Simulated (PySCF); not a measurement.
**Computed properties of Al(H)(OMe)2 (C2H7AlO2), SMILES [AlH]([O]C)[O]C**

C₂H₇AlO₂, SMILES C[O][AlH][O]C. Geometry: B3LYP-D3(BJ)/def2-SVP. The structure was generated by enumeration; whether it is a known compound was not checked. The values are those of a single conformer. All values are computed for the isolated molecule unless a solvent is named; none is compared with measurement here.

**Structure.** The optimised structure has C2v symmetry. All 30 harmonic modes at B3LYP-D3(BJ)/def2-SVP (PySCF) are real, so it is a minimum. With heavy atoms numbered as in [AlH:1]([O:3][CH3:4])[O:8][CH3:9], the shortest bond between them is O3–C4 at 1.393 Å and the longest Al1–O8 at 1.693 Å.

**Vibrations.** The strongest infrared lines (harmonic, unscaled, degenerate partners summed) lie at 1255 cm⁻¹ (338 km/mol, O 58 %, C 32 %, H 9 %), 1250 cm⁻¹ (294 km/mol, O 54 %, C 31 %, H 9 %), 789 cm⁻¹ (186 km/mol, Al 52 %, C 19 %, H 16 %, O 13 %). The softest mode is at 35 cm⁻¹ and the zero-point energy is 56.8 kcal/mol.

**Electronic structure.** HF/def2-TZVP (PySCF) places the frontier levels at -11.84 and 2.44 eV, a gap of 14.28 eV, and gives a dipole moment of 1.87 D and a mean polarisability of 50.6 bohr³. PBE/def2-TZVP (PySCF) at the same geometry gives -6.35 and -0.86 eV, so its gap is 8.79 eV narrower. An orbital gap is neither the optical nor the fundamental gap.

**Excitations.** TDA-PBE0/def2-SVPD (PySCF) has S1 at 6.48 eV (191 nm, f = 0.000, dark); the most intense of the 10 singlets computed lies at 6.99 eV (f = 0.10). T1 (TDA) is at 6.21 eV, 0.27 eV under S1. TDA-PBE/def2-SVPD (PySCF) puts S1 at 5.58 eV. No vertical singlet excitation falls in the visible range (under 3.1 eV).

**NMR.** GIAO shifts at PBE0/pcSseg-1 (PySCF) (non-relativistic, atoms alike by connectivity averaged): ¹³C at 57.8 ppm against TMS; ¹H from 3.7 to 4.3 ppm against TMS.
